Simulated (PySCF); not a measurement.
First SCF of a structure search on doublet TaFCl, at a hand-made bent geometry. PySCF input:

```python
from pyscf import gto, scf, dft
mol = gto.M(atom='''
Ta     0.000000     0.000000     0.000000
F     -1.720200     0.000000     1.204500
Cl     2.006900     0.000000     1.405300''',
    basis={'Ta': 'def2-TZVP', 'F': 'def2-TZVP', 'Cl': 'def2-TZVP'},
    ecp={'Ta': 'def2-TZVP'},
    charge=0, spin=1)
mf = dft.UKS(mol, xc='PBE0')
mf.grids.atom_grid = (50, 194)
aux = {'Ta': 'def2-universal-JKFIT', 'F': 'def2-universal-JKFIT', 'Cl': 'def2-universal-JKFIT'}
mf = mf.density_fit(auxbasis=aux)
mf.conv_tol = 1e-08
mf.diis_space = 10
mf.max_cycle = 60
mf.init_guess = 'minao'
mf.verbose = 4
mf.kernel()
```

Excerpt of the output (cycles alone):

```
init E= -598.103190527633
cycle= 1 E= -616.717313825789  delta_E= -18.6  |g|= 0.489  |ddm|= 3.57
cycle= 2 E= -616.520476618449  delta_E= 0.197  |g|= 0.889  |ddm|= 1.31
cycle= 3 E= -616.82328259486  delta_E= -0.303  |g|= 0.165  |ddm|= 0.635
cycle= 4 E= -616.832522583687  delta_E= -0.00924  |g|= 0.0991  |ddm|= 0.271
cycle= 5 E= -616.838148036362  delta_E= -0.00563  |g|= 0.0281  |ddm|= 0.114
cycle= 6 E= -616.839173016577  delta_E= -0.00102  |g|= 0.0109  |ddm|= 0.0536
cycle= 7 E= -616.84030562247  delta_E= -0.00113  |g|= 0.011  |ddm|= 0.0712
cycle= 8 E= -616.841063481993  delta_E= -0.000758  |g|= 0.0115  |ddm|= 0.0435
cycle= 9 E= -616.838225925325  delta_E= 0.00284  |g|= 0.00845  |ddm|= 0.211
cycle= 10 E= -616.837968357362  delta_E= 0.000258  |g|= 0.0044  |ddm|= 0.0865
cycle= 11 E= -616.837989627299  delta_E= -2.13e-05  |g|= 0.0025  |ddm|= 0.036
cycle= 12 E= -616.83806517309  delta_E= -7.55e-05  |g|= 0.00232  |ddm|= 0.0208
cycle= 13 E= -616.838135223609  delta_E= -7.01e-05  |g|= 0.00155  |ddm|= 0.027
cycle= 14 E= -616.838185056581  delta_E= -4.98e-05  |g|= 0.0012  |ddm|= 0.0272
cycle= 15 E= -616.838218747068  delta_E= -3.37e-05  |g|= 0.000984  |ddm|= 0.0223
cycle= 16 E= -616.838250665176  delta_E= -3.19e-05  |g|= 0.000698  |ddm|= 0.0284
cycle= 17 E= -616.838270930363  delta_E= -2.03e-05  |g|= 0.000372  |ddm|= 0.038
cycle= 18 E= -616.838271923443  delta_E= -9.93e-07  |g|= 0.000185  |ddm|= 0.00514
cycle= 19 E= -616.838272266122  delta_E= -3.43e-07  |g|= 0.000116  |ddm|= 0.00331
cycle= 20 E= -616.83827229057  delta_E= -2.44e-08  |g|= 6.87e-05  |ddm|= 0.00146
cycle= 21 E= -616.83827230843  delta_E= -1.79e-08  |g|= 4.41e-05  |ddm|= 0.000532
cycle= 22 E= -616.838272309307  delta_E= -8.78e-10  |g|= 2.03e-05  |ddm|= 0.000587
Extra cycle  E= -616.83827231466  delta_E= -5.35e-09  |g|= 2.57e-05  |ddm|= 0.000162
converged SCF energy = -616.83827231466  <S^2> = 0.78254327  2S+1 = 2.0322827
```

This is not the lowest solution: another start and a stability analysis within the same unrestricted form found one 21.9 kJ/mol lower, at -616.84663 Eh.

Open d and f shells are described by one determinant, and the ground state may have another occupation or spin. Spin–orbit coupling, left out here, can matter for elements this heavy.

The search for the lowest solution, 3 starts and the stability check together, took 13 s on 4 threads of a shared Arm Neoverse V2 host, with 108 basis functions; the process peaked at 0.48 GiB.
